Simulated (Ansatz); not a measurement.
Mulliken charges of BrHMgO (`[OH][Mg][Br]`) from ωB97M-V/def2-TZVPP in Ansatz (PBE0-D4/def2-TZVP geometry).

```csv
atom,x (Å),y (Å),z (Å),charge (e)
O1,-0.868,0.595,-0.599,-0.633
Mg2,0.426,-0.246,0.227,0.894
Br3,2.186,-1.326,1.297,-0.419
H4,-1.688,0.917,-0.945,0.157
```

Problem. By hand: the dipole of these point charges (1 e Å = 4.8032 D).

Solution. Σ q r = (-0.251, 0.103, -0.110) e Å, of length 0.293 e Å = 1.41 D.

Problem. How does the dipole of the full density compare? (Estimate.)

Solution. The calculation gave: (-0.361, 0.144, -0.154) e Å, 2.01 D; the point charges give 0.70 times that, at 1° from its direction.

Point charges leave out the atoms' own dipoles, such as those of lone pairs, and Mulliken's split depends on the basis, so the two needn't agree.
